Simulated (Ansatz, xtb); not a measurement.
Molecule: S$_{2}$O$_{2}$, charge 0, multiplicity 1. 
Structure (B3LYP-D3(BJ)/def2-TZVP (Ansatz, an electronic-structure program) minimum search):
```
S
O 1 1.4346
O 1 1.4346 2 119.24
S 1 1.8813 2 120.38 3 -180.00
```

Harmonic wavenumbers from GFN2-xTB (xtb, at its own minimum), cm⁻¹: 261, 277, 421, 637, 1135, 1277.

Question: Give the harmonic wavenumbers at B3LYP-D3(BJ)/def2-TZVP (Ansatz, finite differences of forces, unscaled).

Answer: 347, 405, 470, 669, 1181, 1375 cm⁻¹. Zero-point energy 6.4 kcal/mol.

Question: From these and the geometry, give the ideal-gas thermochemistry at 298.15 K and 1 atm (rigid rotor, harmonic oscillator).

Answer: Point group C2v, rotational symmetry number 2. Rotational constants 10.31, 4.357, 3.063 GHz. S(trans) 39.60, S(rot) 23.88, S(vib) 3.27, S(elec, spin only) 0.00, S 66.8 cal/(mol K). H(298) - H(0) 3.04 kcal/mol; G - E(el) -10.5 kcal/mol.
